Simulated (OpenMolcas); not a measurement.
# Nb³⁺: the spin-orbit constant, Racah parameters, worked from levels

```
Program             : OpenMolcas 26.06
Basis               : ANO-RCC-VTZP [7s6p4d2f1g]
Scalar Hamiltonian  : DKH2, point nucleus
Active space        : 8 electrons in 8 orbitals (RAS1 4p, at most 2 holes; RAS2 4d)
State averaging     : 2S+1 = 3 even, 10 roots; 2S+1 = 1 even, 15 roots
Spin-orbit coupling : RASSI with atomic mean-field integrals over the reference wave functions, term energies averaged over their components
```

Methods: RASSCF; SS-RASPT2, IPEA 0.25 Eh, imaginary shift 0.1 Eh (closed shells correlated: 4s).

**The spin-orbit constant.** For the Hund term ³F of d2, E(J) = (A/2) J(J+1) + constant and ζ = 2S·A = 2A. From J = 2 to J = 4 the energy changes by 7 A.

```tsv
Source	E(4) - E(2)	A	ζ
RASSCF	2516.0	359.4	719
SS-RASPT2	2538.6	362.7	725
```

All in cm-1. Both methods take the spin-orbit matrix elements from the reference wave functions, so the second can move ζ only through the term energies and any multistate remixing. Second-order mixing with other terms is absorbed into this ζ.

**Racah parameters.** Above ³F, d2 has ³P at 15B, ¹G at 12B + 2C and ¹D at 5B + 2C. The first two fix B and C, and the third tests them; where it misses by thousands of cm-1, two parameters do not describe the configuration (Trees and configuration-interaction terms are left out) and B and C hang on the terms chosen. Term energies are centres of gravity, weighted by 2J + 1.

```tsv
Source	³P	¹G	B	C	C/B	¹D from B, C	¹D found
RASSCF	11113	15724	741	3417	4.61	10539	8858
SS-RASPT2	9473	12564	632	2493	3.94	8146	6595
```

Energies in cm-1. From RASSCF to SS-RASPT2, B changes by -14.7 % and C by -27.0 %.

CASPT2 does not keep the components of a term degenerate, so their means are used; among the terms shown or strongly mixed into the levels shown the widest spread is 370 cm-1 (4d² ¹G, SS-RASPT2). Active for correlation alone: 4p; no level in the range computed is led by a configuration that opens it, so any true level of that kind is missing. Without dynamic correlation excited terms often stand tens of per cent too high (terms of higher spin than the ground term too low), and those without a measured partner can miss by more than the paired ones (holds for RASSCF). Only configurations of the active space appear.
